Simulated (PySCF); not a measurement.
# Radial density of Ag²⁺ (silver, charge +2)

TPSSh, [Kr] 4d8 5p1, one real determinant (an excited configuration). Calculation: PySCF 2.14, in aug-cc-pVDZ-PP with ECP28MDF (5s5p4d2f, 54 functions); a scalar-relativistic core potential. This is the valence pseudo-density: the core potential removes the inner electrons and smooths the orbitals near the nucleus.

```json
{"r (bohr)": "0.0201", "4πr²ρ (e/bohr)": "1.312e-05", "4πr²(ρα − ρβ)": "0.0000"}
{"r (bohr)": "0.0338", "4πr²ρ (e/bohr)": "3.335e-05", "4πr²(ρα − ρβ)": "0.0000"}
{"r (bohr)": "0.0568", "4πr²ρ (e/bohr)": "8.700e-05", "4πr²(ρα − ρβ)": "0.0000"}
{"r (bohr)": "0.0955", "4πr²ρ (e/bohr)": "0.0004738", "4πr²(ρα − ρβ)": "0.0001"}
{"r (bohr)": "0.161", "4πr²ρ (e/bohr)": "0.006071", "4πr²(ρα − ρβ)": "0.0011"}
{"r (bohr)": "0.270", "4πr²ρ (e/bohr)": "0.1076", "4πr²(ρα − ρβ)": "0.0171"}
{"r (bohr)": "0.454", "4πr²ρ (e/bohr)": "2.529", "4πr²(ρα − ρβ)": "0.2671"}
{"r (bohr)": "0.764", "4πr²ρ (e/bohr)": "16.67", "4πr²(ρα − ρβ)": "1.5590"}
{"r (bohr)": "1.29", "4πr²ρ (e/bohr)": "10.83", "4πr²(ρα − ρβ)": "1.5219"}
{"r (bohr)": "2.16", "4πr²ρ (e/bohr)": "1.718", "4πr²(ρα − ρβ)": "0.6712"}
{"r (bohr)": "3.64", "4πr²ρ (e/bohr)": "0.2980", "4πr²(ρα − ρβ)": "0.2749"}
{"r (bohr)": "6.12", "4πr²ρ (e/bohr)": "0.008502", "4πr²(ρα − ρβ)": "0.0085"}
{"r (bohr)": "10.3", "4πr²ρ (e/bohr)": "1.582e-05", "4πr²(ρα − ρβ)": "0.0000"}
```

⟨L²⟩ = 14.01 against 20 for a pure G term, so this real determinant mixes terms. Energies and moments cover only the electrons outside the core potential.
